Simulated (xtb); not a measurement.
C₃H₉ClOSi, SMILES CC[Si@](C)(O)Cl. All values are semi-empirical tight-binding results from xtb (GFN2-xTB unless named), good for trends rather than for accurate numbers. Coordinates come from a GFN2-xTB optimisation. The structure was generated by enumeration; whether it is a known compound was not checked. One conformer was computed; it need not be the lowest.

Question: Estimate the properties. (Estimate from the structure and the level; the computed values follow.)

Answer: 
- orbital gap = 6.72 eV
- dipole moment = 2.02 D
- zero-point energy = 73.6 kcal/mol
- G − E(el) at 298.15 K (modified RRHO) = 51.5 kcal/mol
- static polarisability (D4 model) = 85.4 bohr³
- solvation energy, GFN2-xTB/ALPB(water) = -5.6 kcal/mol
- solvation energy, GFN2-xTB/ALPB(dmf) = -9.5 kcal/mol
